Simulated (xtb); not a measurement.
xtb input (GFN2-xTB):

```bash
xtb mol.xyz --gfn 2 --ohess tight --chrg 1 --uhf 0
```
mol.xyz:
```
4

Cl    -1.40988166    -0.67883838     0.01337431
C      0.03914832     0.10239075    -0.02982785
Cl     1.46167745    -0.61971987     0.00272504
H      0.01492071     1.19673701    -0.03853462
```

End of the output:

```
optimized geometry written to: xtbopt.xyz

           -------------------------------------------------
          | TOTAL ENERGY              -11.205195965697 Eh   |
          | TOTAL ENTHALPY            -11.185228397320 Eh   |
          | TOTAL FREE ENERGY         -11.215371927853 Eh   |
          | GRADIENT NORM               0.000143465258 Eh/α |
          | HOMO-LUMO GAP               2.525567065823 eV   |
           -------------------------------------------------

------------------------------------------------------------------------
------------------------------------------------------------------------
 total:
 SCF:
 ANC optimizer:
 analytical hessian:
```
